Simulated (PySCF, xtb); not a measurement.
H6O3Si2, SMILES O[SiH2][SiH](O)O.

GFN2-xTB (xtb) at its own geometry gives an orbital gap of 4.72 eV and a dipole moment of 1.63 D.

Geometry: ωB97X-D3(BJ)/def2-SVP. The values are those of a single conformer.

**Question.** What does HF/def2-TZVP (PySCF) give? (The exact figures need the calculation; the answer reports its results.)

**Answer.** gap 13.40 eV (levels -10.91 and 2.49 eV), dipole 1.46 D.
